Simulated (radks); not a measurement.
The numbers below are computed, except where a source is named.
Charge is removed step by step from the 4s level of Pt2+, starting from [Xe] 4f14 5d8. Level of theory: scalar-relativistic Kohn-Sham, PBE, spin-unpolarised, spherical densities, point nucleus (a radial shooting solver on a logarithmic mesh with Libxc functionals).

removed (e) = 0: E - E(0) (eV) 0.000; eigenvalue (eV) -716.56; E minus straight line (eV) 0.000
removed (e) = 0.25: E - E(0) (eV) 179.85; eigenvalue (eV) -723.86; E minus straight line (eV) -2.804
removed (e) = 0.5: E - E(0) (eV) 361.54; eigenvalue (eV) -731.32; E minus straight line (eV) -3.762
removed (e) = 0.75: E - E(0) (eV) 545.11; eigenvalue (eV) -738.92; E minus straight line (eV) -2.839
removed (e) = 1: E - E(0) (eV) 730.60; eigenvalue (eV) -746.65; E minus straight line (eV) 0.000

Removing the whole electron costs 730.60 eV by Delta-SCF, against 716.56 eV from minus the eigenvalue at the starting occupation. Slater's transition state (half an electron removed) gives 731.32 eV. Integrating minus the eigenvalue over the occupation (Janak's theorem) gives 731.41 eV. In this scalar-relativistic scheme the density is built from large components alone, so the theorem holds only approximately. The mean slope of the eigenvalue, de/dn, is 30.1 eV per electron.
